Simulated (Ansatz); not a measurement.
Species: SbCl3, net charge 0, singlet state. SMILES: [Cl][Sb]([Cl])[Cl]
Geometry: optimised at B3LYP-D3(BJ)/def2-TZVP (Ansatz, a program for electronic structure).

Quantity: atomisation energy (electronic, to ground-state atoms), in kcal/mol. Valence correlation only, unless marked. Open shells are spin-unrestricted. No spin-orbit coupling. The frozen core is the preceding noble-gas configuration, with the filled d and f shells of earlier blocks. In def2 rows, elements after Kr have scalar-relativistic effective core potentials. The coupled-cluster limit lacks core correlation, which all-electron functionals hold. CBS(X,Y): correlation extrapolated as X^-3; Hartree-Fock from the larger set.

```json
[
 {"level": "HF/def2-QZVPPD", "program": "Ansatz", "atomisation energy (kcal/mol)": "137.4"},
 {"level": "PBE/def2-TZVPD", "program": "Ansatz", "atomisation energy (kcal/mol)": "240.1"},
 {"level": "LC-wPBE-D3(BJ)/def2-TZVPD", "program": "Ansatz + dftd3", "atomisation energy (kcal/mol)": "220.6"},
 {"level": "B2GP-PLYP/def2-TZVPD", "program": "Ansatz", "atomisation energy (kcal/mol)": "221.3"}
]
```

What does CCSD(T)/CBS(def2-TZVPPD,def2-QZVPPD) (Ansatz) give?

229.2 kcal/mol, so B2GP-PLYP/def2-TZVPD differs from it by -7.9 kcal/mol.
